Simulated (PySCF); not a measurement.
## Telling isomers of C₅H₁₃FSi₂ apart by NMR

PySCF 2.14.0 with density-fitted response routines calculation with GFN2-xTB structure and PBE0/pcSseg-1 with gauge-including orbitals; in vacuum, fast rotation and ring inversion assumed for equivalent nuclei, a single conformation, non-relativistic Hamiltonian.

Chemical shifts δ = σref − σ; TMS for 1H, 13C, all at this level. Splittings of carbon signals by F and P are missing where no couplings were computed. Where no couplings were computed, multiplicities follow the n + 1 count of equivalent neighbours, and m marks all less simple cases (inequivalent or close neighbours, rings, F or P nearby). Shifts are as computed. Against solution values, carbons near 30 ppm lie about +3 ppm off and those near 130 ppm about +5 ppm. Of 1211 compounds with measured shifts, 218 miss one by over three times the rms of a fit or turn the order of signals round; such compounds aren't used in these exercises.

(1) Tabulate the signals of `C[C@@H](F)/C=C\C([SiH3])[SiH3]`, `C[Si@@H]([SiH3])[C@H]1C[C@H](F)C1` and their relative energies.

(2) What is the quickest way to tell C[C@@H](F)/C=C\C([SiH3])[SiH3] from C[Si@@H]([SiH3])[C@H]1C[C@H](F)C1?

Answers

(1) 
```tsv
SMILES	carbon types	δC	δH	E rel. (kcal/mol)
C[C@@H](F)/C=C\C([SiH3])[SiH3]	4×CH 1×CH3	138.1, 134.1, 90.5, 24.4, 9.8	6.00 (m, 1H), 5.64 (m, 1H), 5.47 (m, 1H), 3.96 (d, 3H), 3.95 (d, 3H), 1.39 (m, 3H), 1.38 (m, 1H)	8.2
C[Si@@H]([SiH3])[C@H]1C[C@H](F)C1	2×CH 2×CH2 1×CH3	88.6, 36.0, 34.5, 8.9, -5.7	5.16 (m, 1H), 4.09 (m, 1H), 3.31 (d, 3H), 2.71 (m, 1H), 2.65 (m, 1H), 2.32 (m, 1H), 2.19 (m, 1H), 1.43 (m, 1H), 0.20 (d, 3H)	0.0
```

Energies are electronic energies at PBE0/pcSseg-1 on these geometries, without zero-point or thermal terms, each for the one conformer computed, which needn't be the lowest.

(2) Both give the same number of carbon signals, but DEPT or the intensities differ. The first has an alkene CH at 138.1 ppm, the second an sp3 CH2 in a ring at 36.0 ppm. Their most deshielded carbons lie at 138.1 and 88.6 ppm. In the proton spectra the most deshielded non-exchanging signals are 6.00 (m, 1H) and 5.16 (m, 1H).
